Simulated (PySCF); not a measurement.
ISn, doublet, at a GFN2-xTB geometry (such geometries of metal compounds can be far from the true shape) (the spin is typed, not shown lowest) (core potentials on I, Sn). Base run: WB97X/def2-SVP (PySCF).

The PySCF input:
```python
from pyscf import gto, scf, dft

mol = gto.Mole()
mol.atom = '''
    Sn   -0.00000000   -0.00000000   -1.39442545
    I     0.00000000    0.00000000    1.31549570
'''
mol.basis = 'def2-svp'
mol.ecp = {'I': 'def2-svp', 'Sn': 'def2-svp'}
mol.spin = 1
mol.verbose = 4
mol.build()

mf = dft.UKS(mol)
mf.xc = 'wb97x'
mf.kernel()
mf.analyze()
```

Each row names what was changed in the base input (with any setting that the change needs).

| change | ΔE vs base (µEh) | grid points | electrons on the grid | outcome |
|---|---|---|---|---|
| base | 0.0 | 43920 | 47.00000 | converged |
| grids.prune = dft.gen_grid.treutler_prune | 0.0 | 44136 | 47.00000 | converged |
| grids.radi_method = mura_knowles | -49.7 | 38400 | 47.00000 | converged |
| grids.level = 2 | 225 | 28088 | 47.00000 | converged |
| grids.level = 4 | -28.1 | 63720 | 47.00000 | converged |
| grids.atom_grid = (50, 194) | 7369 | 12392 | 47.00006 | converged |
| grids.atom_grid = (150, 974) | -29.6 | 142240 | 47.00000 | converged |
| grids.prune = dft.gen_grid.sg1_prune | - | - | - | input refused |
| grids.radi_method = gauss_chebyshev | 978 | 41640 | 47.00000 | converged |
| grids.prune = off | -0.1 | 82464 | 47.00000 | converged |
| small_rho_cutoff = 0 | 0.0 | 43920 | 47.00000 | converged |

Open shells are given as the SCF converged; they aren't shown to be the lowest states, and a large step between rows can be another state.

- grids.prune = dft.gen_grid.sg1_prune: ended with `IndexError: index 50 is out of bounds for axis 0 with size 19`
